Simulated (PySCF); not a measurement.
**Telling isomers of C₂H₁₁FO₂Si₃ apart by NMR**

[PySCF 2.14.0 with density-fitted response routines: structure optimised with GFN2-xTB; σ from GIAO-PBE0/pcSseg-1; one computed conformer; isolated molecule; relativity neglected; one averaged value for each set of equivalent atoms]

Referencing at the same level of theory: 1H (σref 31.72), 13C (σref 186.93) against TMS. Splittings of carbon signals by F and P are missing where no couplings were computed. Where no couplings were computed, multiplicities follow the n + 1 count of equivalent neighbours, and m marks all less simple cases (inequivalent or close neighbours, rings, F or P nearby). Shifts are as computed. Against solution values, carbons near 30 ppm lie about +3 ppm off and those near 130 ppm about +5 ppm. Of 1211 compounds with measured shifts, 218 miss one by over three times the rms of a fit or turn the order of signals round; such compounds aren't used in these exercises.

(1) Tabulate the signals of `C[C@@H](F)[SiH](O[SiH3])O[SiH3]`, `C[SiH2]O[SiH](F)O[SiH2]C`, `CO[Si](F)(OC)[SiH2][SiH3]` and their relative energies.

(2) What is the quickest way to tell C[C@@H](F)[SiH](O[SiH3])O[SiH3] from C[SiH2]O[SiH](F)O[SiH2]C?

(3) What is the quickest way to tell C[SiH2]O[SiH](F)O[SiH2]C from CO[Si](F)(OC)[SiH2][SiH3]?

(4) What is the quickest way to tell C[C@@H](F)[SiH](O[SiH3])O[SiH3] from CO[Si](F)(OC)[SiH2][SiH3]?

## Answers

(1) 
```json
{"SMILES": "C[C@@H](F)[SiH](O[SiH3])O[SiH3]", "carbon types": "1×CH 1×CH3", "δC": "89.7, 19.1", "δH": "5.27 (s, 3H), 5.26 (s, 3H), 4.77 (m, 1H), 4.73 (m, 1H), 1.44 (m, 3H)", "E rel. (kcal/mol)": "71.7"}
{"SMILES": "C[SiH2]O[SiH](F)O[SiH2]C", "carbon types": "2×CH3", "δC": "0.2", "δH": "5.28 (m, 2H), 5.25 (m, 2H), 4.16 (m, 1H), 0.44 (m, 6H)", "E rel. (kcal/mol)": "0.0"}
{"SMILES": "CO[Si](F)(OC)[SiH2][SiH3]", "carbon types": "2×CH3", "δC": "52.2", "δH": "3.93 (s, 6H), 3.53 (t, 3H), 3.07 (m, 2H)", "E rel. (kcal/mol)": "83.7"}
```

Energies are electronic energies at PBE0/pcSseg-1 on these geometries, without zero-point or thermal terms, each for the one conformer computed, which needn't be the lowest.

(2) Count the carbon signals: 2 against 1. The first has an sp3 CH bonded to F and Si at 89.7 ppm, the second a methyl carbon bonded to Si (CH3) at 0.2 ppm.

(3) Both give the same number of carbon signals, with the same numbers of each carbon type, so the positions decide. The first has a methyl carbon bonded to Si (CH3) at 0.2 ppm, the second a methyl carbon bonded to O (CH3) at 52.2 ppm. In the proton spectra the most deshielded non-exchanging signals are 5.28 (m, 2H) and 3.93 (s, 6H).

(4) Count the carbon signals: 2 against 1. The first has an sp3 CH bonded to F and Si at 89.7 ppm, the second a methyl carbon bonded to O (CH3) at 52.2 ppm. In the proton spectra the most deshielded non-exchanging signals are 5.27 (s, 3H) and 3.93 (s, 6H).
